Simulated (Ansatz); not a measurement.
Basis sets compared for Ti(OH)2Cl2 (TiCl2O2H2). Total charge 0; singlet. Geometry r2SCAN-D4/def2-SVP. Ansatz on 4 threads of Arm Neoverse V2 on a shared host; times are rough, and most runs start from earlier orbitals.

Cartesian coordinates in Å:
```
Ti -0.018 -0.318 0.206
O -0.927 0.868 -0.714
H -1.829 1.086 -0.982
O 1.690 0.128 0.163
H 2.147 0.869 -0.258
Cl -0.310 -2.307 -0.700
Cl -0.753 -0.327 2.285
```

Binding counts from free atoms (Ti triplet, O triplet, H doublet, Cl doublet) in the same basis, without a counterpoise term.

| level | functions | energy (Eh) | HOMO (eV) | LUMO (eV) | binding per atom (eV) | wall time |
| --- | --- | --- | --- | --- | --- | --- |
| PBE-D4/def2-SVP | 105 | -1920.5249 | -7.22 | -3.38 | 4.33 | 0.95 s |
| PBE0-D4/def2-SVP | 105 | -1920.5946 | -8.72 | -2.66 | 4.02 | 1.4 s |

**Question.** Estimate the rows for PBE-D4/def2-TZVP (with forces), PBE0-D4/def2-TZVP.

**Answer.** 
```tsv
level	functions	energy (Eh)	HOMO (eV)	LUMO (eV)	binding per atom (eV)	wall time
PBE-D4/def2-TZVP (with forces)	193	-1921.1439	-7.54	-3.63	–	2.2 s
PBE0-D4/def2-TZVP	193	-1921.2099	-8.94	-2.74	4.01	2.7 s
```
